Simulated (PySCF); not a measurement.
N-silylprop-2-yn-1-amine (C3H7NSi), SMILES C#CCN[SiH3]. Geometry: PBE-D3(BJ)/def2-SVP. Other conformers were not sampled.

**Question.** Give the equilibrium geometry at PBE-D3(BJ)/def2-SVP (PySCF confirms it by a frequency run) as a Z-matrix. (An estimate is asked for; the answer gives what the named calculation found.)

**Answer.** This is not unique; one that fits is 
```
N
H 1 1.0249
C 1 1.4604 2 112.00
H 3 1.1134 1 108.48 2 -171.97
H 3 1.1141 4 105.12 1 -117.42
C 3 1.4719 4 108.87 5 -116.43
C 6 1.2232 5 150.85 3 -175.72
H 7 1.0809 5 161.64 3 -177.47
Si 1 1.7554 2 115.70 3 146.30
H 9 1.5030 1 106.67 2 45.49
H 9 1.5048 10 111.02 1 -116.20
H 9 1.5123 10 108.04 11 -117.61
```
Charge 0, spin multiplicity 1.
